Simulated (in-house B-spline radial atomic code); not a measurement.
Mo7+: [Ar] 3d10 4s2 4p5

All numbers are computed (Dirac-Kohn-Sham BHandHLYP, spherical fractional occupations; Fermi nucleus of rms radius 4.4091 fm) with an all-electron radial atomic-structure program (B-spline basis), not measured.

Z_r = [3n² - l(l+1)]/(2<r>); Z_e = n√(-2ε); the last column is Slater's effective charge. Values are occupation-weighted means over j. An effective charge above Z reflects the relativistic contraction of the inner shells.

```json
{"shell": "1s", "electrons": "2", "ε (eV)": "-20081", "<r> (bohr)": "0.03516", "Z_r": "42.66", "Z_e": "38.42", "Slater": "41.70"}
{"shell": "2s", "electrons": "2", "ε (eV)": "-2969.6", "<r> (bohr)": "0.1532", "Z_r": "39.16", "Z_e": "29.55", "Slater": "37.85"}
{"shell": "2p", "electrons": "6", "ε (eV)": "-2665.1", "<r> (bohr)": "0.1338", "Z_r": "37.37", "Z_e": "27.99", "Slater": "37.85"}
{"shell": "3s", "electrons": "2", "ε (eV)": "-612.3", "<r> (bohr)": "0.4266", "Z_r": "31.65", "Z_e": "20.13", "Slater": "30.75"}
{"shell": "3p", "electrons": "6", "ε (eV)": "-510.76", "<r> (bohr)": "0.4282", "Z_r": "29.19", "Z_e": "18.38", "Slater": "30.75"}
{"shell": "3d", "electrons": "10", "ε (eV)": "-345.03", "<r> (bohr)": "0.4128", "Z_r": "25.43", "Z_e": "15.11", "Slater": "20.85"}
{"shell": "4s", "electrons": "2", "ε (eV)": "-171.83", "<r> (bohr)": "1.051", "Z_r": "22.84", "Z_e": "14.22", "Slater": "14.60"}
{"shell": "4p", "electrons": "5", "ε (eV)": "-139.6", "<r> (bohr)": "1.134", "Z_r": "20.28", "Z_e": "12.81", "Slater": "14.60"}
```

The least bound orbital is 4p3/2 at -138.6 eV, and it is also the most diffuse (<r> = 1.141 bohr).

Spin-orbit splittings of the orbital energies (j = l + 1/2 above j = l - 1/2 when positive): 2p 107 eV, 3p 18.02 eV, 3d 3.401 eV, 4p 3.081 eV.

For the 1s electron the small component carries 2.35 % of the norm, the zero-frequency Breit interaction raises the level by 38.73 eV, self-energy by 21.16 eV, and vacuum polarisation lowers it by 2.445 eV.

Caution: exact exchange at fractional occupations of open shells leaves self-interaction of up to several eV.
